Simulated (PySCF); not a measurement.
## HgC⁻ at UHF-MP2

Computed with UHF-MP2; PySCF, scalar-relativistic core potentials, basis sets Hg def2-SVPD with ECP60, C def2-SVPD.

| Item | Value |
| --- | --- |
| state | ⁴Σ⁻ (quartet), unpaired electrons σ ↑, π ↑↑ |
| bond length | 2.491 Å |
| harmonic wavenumber | 232 cm⁻¹ |
| force constant | 0.358 mdyn/Å |
| rotational constant Be | 0.2399 cm⁻¹ |
| anharmonicity ωexe | 1.78 cm⁻¹ |
| vibration–rotation constant αe | 0.00288 cm⁻¹ |

Correlated steps freeze 1 core orbital. Spin–orbit coupling is left out, which matters for elements this heavy, above all for dissociation energies. The state was picked by a PBE0 search and need not be the measured ground state.
